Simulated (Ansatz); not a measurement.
MoBr₄, 5 atoms. Hardware: 4 threads of Arm Neoverse V1 on a shared host.

In the def2 sets Mo takes a core potential; there is no spin–orbit coupling. Correlated methods freeze 36 core orbitals; core or outer-core shells of Mo, Br are correlated, in sets that lack core-valence functions.

(1) How many basis functions does each of these Ansatz runs have, and roughly what does it cost? PBE-D4/def2-SVP, charge 0 triplet, energy, from earlier orbitals; MP2/def2-TZVP, charge 0 triplet, energy, from earlier orbitals; PBE-D4/def2-TZVP, charge 0 singlet, energy, from earlier orbitals; PBE-D4/def2-TZVP, charge 1 doublet at the geometry of the charge 0 triplet, energy, from earlier orbitals; PBE0-D4/def2-TZVP, charge 1 doublet at the geometry of the charge 0 triplet, energy; MP2/def2-TZVP, charge 0 singlet, energy, from earlier orbitals; BHLYP-D4/def2-TZVP, charge 0 singlet, energy, from earlier orbitals; PBE-D4/def2-SVP, charge 0 triplet, relaxation, 3 steps; r2SCAN-D4/def2-TZVP, charge 1 doublet at the geometry of the charge 0 triplet, energy, from earlier orbitals; PBE0-D4/def2-TZVP, charge 0 triplet, energy, from earlier orbitals; ωB97X-V/def2-TZVP, charge 0 singlet, energy, from earlier orbitals; PBE-D4/def2-SVP, charge 0 singlet, relaxation, 4 steps.

Results:

(1) Other jobs shared the machine, so times can vary by a factor of up to 3. A dash marks memory too small to be measured apart from the calling script's.

```csv
run,functions,fitting or Cholesky vectors,wall time,peak host memory (GiB)
"PBE-D4/def2-TZVP, charge 0 singlet, energy, from earlier orbitals",232,1812,4.1 s,–
"PBE-D4/def2-SVP, charge 0 triplet, energy, from earlier orbitals",159,1683,4.6 s,–
"PBE-D4/def2-SVP, charge 0 singlet, relaxation, 4 steps",159,1683,8.5 s,–
"PBE-D4/def2-SVP, charge 0 triplet, relaxation, 3 steps",159,1683,9.5 s,–
"BHLYP-D4/def2-TZVP, charge 0 singlet, energy, from earlier orbitals",232,1645,15 s,0.95
"PBE0-D4/def2-TZVP, charge 0 triplet, energy, from earlier orbitals",232,1645,17 s,1.1
"PBE-D4/def2-TZVP, charge 1 doublet at the geometry of the charge 0 triplet, energy, from earlier orbitals",232,1812,20 s,0.87
"MP2/def2-TZVP, charge 0 triplet, energy, from earlier orbitals",232,1645,22 s,1.3
"MP2/def2-TZVP, charge 0 singlet, energy, from earlier orbitals",232,1645,32 s,1.3
"ωB97X-V/def2-TZVP, charge 0 singlet, energy, from earlier orbitals",232,1645,35 s,1.2
"PBE0-D4/def2-TZVP, charge 1 doublet at the geometry of the charge 0 triplet, energy",232,1645,39 s,1.6
"r2SCAN-D4/def2-TZVP, charge 1 doublet at the geometry of the charge 0 triplet, energy, from earlier orbitals",232,1812,47 s,0.98
```
